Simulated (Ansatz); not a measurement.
AsH3 (SMILES [AsH3]), charge 0, multiplicity 1, relaxed at each level with Ansatz (a program for electronic structure); harmonic frequencies from differences of analytic forces, average atomic masses, frozen cores.

| mode | B3LYP/def2-TZVPP (cm⁻¹) | PBE0/def2-TZVPP (cm⁻¹) | wB97X-V/def2-TZVPP (cm⁻¹) | MP2/cc-pVTZ (cm⁻¹) | CCSD(T)/cc-pVDZ (cm⁻¹) | CCSD(T)/cc-pVTZ (cm⁻¹) |
|---|---|---|---|---|---|---|
| 1 | 933 | 920 | 939 | 936 | 952 | (withheld) |
| 2 | 1017 | 1016 | 1038 | 1044 | 1033 | (withheld) |
| 3 | 1017 | 1016 | 1038 | 1044 | 1033 | (withheld) |
| 4 | 2175 | 2210 | 2256 | 2279 | 2217 | 2209 |
| 5 | 2186 | 2223 | 2265 | 2290 | 2227 | 2217 |
| 6 | 2186 | 2223 | 2265 | 2290 | 2227 | 2217 |

Problem. Modes are in rising order at each level. What belongs in the gaps?

Solution. 
- 3, CCSD(T)/cc-pVTZ (cm⁻¹): 1022
- 1, CCSD(T)/cc-pVTZ (cm⁻¹): 929
- 2, CCSD(T)/cc-pVTZ (cm⁻¹): 1022
